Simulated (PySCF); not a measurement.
A run for PySCF: R-M06-2X/def2-TZVPP on C2H7Al (SMILES [CH3][AlH][CH3]), a point of a torsion scan.

```python
from pyscf import gto, dft

mol = gto.M(
    atom='''
    C     1.75246314    0.35592007   -0.17779423
    Al    0.22996223   -0.49245528    0.78179951
    C    -0.26121633   -2.41970212    0.84670220
    H     2.15119509   -0.27316256   -0.98319249
    H     1.46557208    1.31105343   -0.63369600
    H     2.59944805    0.58159498    0.48061218
    H    -0.69371842    0.47058549    1.57575382
    H     0.52374217   -3.05447238    1.27427902
    H    -1.15641590   -2.57358243    1.46228541
    H    -0.48464209   -2.84201918   -0.14016647
    ''',
    basis='def2-tzvpp',
    charge=0, spin=0, verbose=4, max_memory=1800)
mf = dft.RKS(mol, xc='m062x').density_fit(auxbasis='def2-universal-jkfit')
mf.grids.level = 4
mf.conv_tol = 1e-9
mf.max_cycle = 150
mf.kernel()
mf.dip_moment()
```

Program output:

```
PySCF version 2.14.0

[INPUT] verbose = 4
[INPUT] num. atoms = 10
[INPUT] num. electrons = 32
[INPUT] charge = 0
[INPUT] spin (= nelec alpha-beta = 2S) = 0
[INPUT] symmetry False subgroup None
[INPUT] Mole.unit = angstrom
[INPUT] Symbol           X                Y                Z      unit          X                Y                Z       unit  Magmom
[INPUT]  1 C      1.752463140000   0.355920070000  -0.177794230000 AA    3.311675377995   0.672591454536  -0.335982401228 Bohr   0.0
[INPUT]  2 Al     0.229962230000  -0.492455280000   0.781799510000 AA    0.434565633694  -0.930605607796   1.477386958219 Bohr   0.0
[INPUT]  3 C     -0.261216330000  -2.419702120000   0.846702200000 AA   -0.493627322964  -4.572574309829   1.600035267067 Bohr   0.0
[INPUT]  4 H      2.151195090000  -0.273162560000  -0.983192490000 AA    4.065169560609  -0.516202425885  -1.857964533829 Bohr   0.0
[INPUT]  5 H      1.465572080000   1.311053430000  -0.633696000000 AA    2.769529847009   2.477531917372  -1.197511886232 Bohr   0.0
[INPUT]  6 H      2.599448050000   0.581594980000   0.480612180000 AA    4.912244889535   1.099055227622   0.908225392330 Bohr   0.0
[INPUT]  7 H     -0.693718420000   0.470585490000   1.575753820000 AA   -1.310937821366   0.889277694294   2.977743159537 Bohr   0.0
[INPUT]  8 H      0.523742170000  -3.054472380000   1.274279020000 AA    0.989729261185  -5.772116253248   2.408038354079 Bohr   0.0
[INPUT]  9 H     -1.156415900000  -2.573582430000   1.462285410000 AA   -2.185309337092  -4.863365951693   2.763318940847 Bohr   0.0
[INPUT] 10 H     -0.484642090000  -2.842019180000  -0.140166470000 AA   -0.915840818537  -5.370637890961  -0.264876240147 Bohr   0.0

nuclear repulsion = 94.975533599676
number of shells = 78
number of NR pGTOs = 267
number of NR cGTOs = 202
basis = def2-tzvpp
ecp = {}


******** <class 'pyscf.df.df_jk.DFRKS'> ********
method = DFRKS
initial guess = minao
damping factor = 0
level_shift factor = 0
DIIS = <class 'pyscf.scf.diis.CDIIS'>
diis_start_cycle = 1
diis_space = 8
diis_damp = 0
SCF conv_tol = 1e-09
SCF conv_tol_grad = None
SCF max_cycles = 150
direct_scf = False
XC library pyscf.dft.libxc version 7.1.2
    S. Lehtola, C. Steigemann, M. J. T. Oliveira, and M. A. L. Marques,  SoftwareX 7, 1–5 (2018)
XC functionals = m062x
    Y. Zhao and D. G. Truhlar,  Theor. Chem. Acc. 120, 215 (2008)
    Y. Zhao and D. G. Truhlar,  Theor. Chem. Acc. 120, 215 (2008)
radial grids:
    Treutler-Ahlrichs [JCP 102, 346 (1995); DOI:10.1063/1.469408] (M4) radial grids

becke partition: Becke, JCP 88, 2547 (1988); DOI:10.1063/1.454033
pruning grids: <function nwchem_prune>
grids dens level: 4
symmetrized grids: False
atomic radii adjust function: <function treutler_atomic_radii_adjust>
small_rho_cutoff = 0
Set gradient conv threshold to 3.16228e-05
Initial guess from minao.
tot grids = 195864
******** <class 'pyscf.df.df.DF'> ********
auxbasis = def2-universal-jkfit
init E= -322.669029747093
  HOMO = -0.325894222747335  LUMO = -0.0502290314042213  gap/eV = 7.50123
cycle= 1 E= -322.78549775721  delta_E= -0.116  |g|= 0.381  |ddm|= 2.05
  HOMO = -0.280675882447611  LUMO = -0.0088725017072413  gap/eV = 7.39615
cycle= 2 E= -322.794059305229  delta_E= -0.00856  |g|= 0.336  |ddm|= 0.506
  HOMO = -0.330374957727911  LUMO = -0.0157301538364258  gap/eV = 8.56192
cycle= 3 E= -322.822184106166  delta_E= -0.0281  |g|= 0.0233  |ddm|= 0.221
  HOMO = -0.330589606138535  LUMO = -0.0158100730965458  gap/eV = 8.56559
cycle= 4 E= -322.822344099427  delta_E= -0.00016  |g|= 0.00377  |ddm|= 0.0323
  HOMO = -0.330813700102322  LUMO = -0.0157853377082837  gap/eV = 8.57236
cycle= 5 E= -322.822347038636  delta_E= -2.94e-06  |g|= 0.000845  |ddm|= 0.00373
  HOMO = -0.330743893700544  LUMO = -0.0157568465801781  gap/eV = 8.57123
cycle= 6 E= -322.822347204321  delta_E= -1.66e-07  |g|= 0.000112  |ddm|= 0.00114
  HOMO = -0.330753187843001  LUMO = -0.015767094274171  gap/eV = 8.57121
cycle= 7 E= -322.822347208806  delta_E= -4.48e-09  |g|= 2.71e-05  |ddm|= 0.000255
  HOMO = -0.330749810695148  LUMO = -0.0157617078844972  gap/eV = 8.57126
cycle= 8 E= -322.822347209079  delta_E= -2.73e-10  |g|= 6.65e-06  |ddm|= 5.94e-05
  HOMO = -0.33075176077777  LUMO = -0.0157631690033924  gap/eV = 8.57128
Extra cycle  E= -322.822347209093  delta_E= -1.38e-11  |g|= 3.66e-06  |ddm|= 1.67e-05
converged SCF energy = -322.822347209093
Dipole moment(X, Y, Z, Debye):  0.41888, -0.44872, -0.35630
```

The calculation finished and met its thresholds.

Cost: very roughly 30 core-seconds.
